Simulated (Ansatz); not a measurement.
Harmonic frequencies (cm⁻¹) at PBE0-D4/def2-TZVP from Ansatz: 127, 157, 168, 218, 235, 255, 285, 422, 478, 557, 726, 761, 810, 880, 916, 1283, 1441, 1445, 1578, 3058, 3143, 3157, 3598, 3693.

Each molecule was computed in one conformer, which needn't be the lowest.

Task: Which molecule is it?
A. `C[SiH](F)[SeH]`
B. `N[Si](O)(O)F`
C. `N[SiH](Cl)CCl`
D. `C[Si](N)(Cl)Cl`

Result: D.
